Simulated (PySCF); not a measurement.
Si(F)3(NHSiH3) (F3H4NSi2), SMILES [Si](N[SiH3])(F)(F)F.

The structure is a stationary point at B3LYP-D3(BJ)/def2-SVP. Other conformers were not sampled.

Two levels are set side by side: PBE/def2-TZVP (PySCF) and HF/def2-TZVP (PySCF). Same geometry, gas phase. Differences are taken from unrounded values.

| quantity | HF | PBE | PBE minus HF |
|---|---|---|---|
| orbital gap (eV) | 14.69 | 5.95 | -8.73 |
| highest occupied level (eV) | -12.01 | -7.10 | 4.92 |
| lowest empty level (eV) | 2.67 | -1.14 | -3.82 |
| dipole moment (D) | 2.72 | 2.45 | -0.28 |
| mean polarisability (bohr³) | 47.0 | 55.2 | 8.1 |

Without exact exchange PBE keeps part of each electron's self-repulsion, which lifts occupied levels and narrows the gap. PBE's more diffuse valence density responds more strongly to a field. Differences between two approximate levels are no errors against the true value.

Rough cost on one machine, each run with all the roots and properties that it gave: HF against PBE about 1/3.
